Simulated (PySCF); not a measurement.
CH5Ge2N, SMILES [CH]1=[N][GeH2][GeH2]1. Geometry optimised at B3LYP-D3(BJ)/def2-SVP. This is a generated structure with no PubChem entry under its InChIKey; it may be hypothetical.

All values below come from B3LYP-D3(BJ)/def2-SVP (PySCF).

Harmonic wavenumbers (cm⁻¹): 189, 249, 326, 351, 476, 519, 531, 586, 619, 682, 711, 867, 872, 879, 1259, 1620, 2070, 2089, 2100, 2117, 3015. Rotational constants (GHz): 5.464, 1.967, 1.501; symmetry number 1.

Work out the zero-point energy and the ideal-gas rigid-rotor harmonic-oscillator thermochemistry at 298.15 K and 1 atm.

ZPE = ½ Σ hcν = ½ × 22126 cm⁻¹ = 132.34 kJ/mol. H − E(el) = 150.69 kJ/mol. Entropy in J/(mol K): translation 173.25, rotation 114.60, vibration 43.32, total 331.18. G − E(el) = 51.95 kJ/mol. Cp = 100.63 J/(mol K).
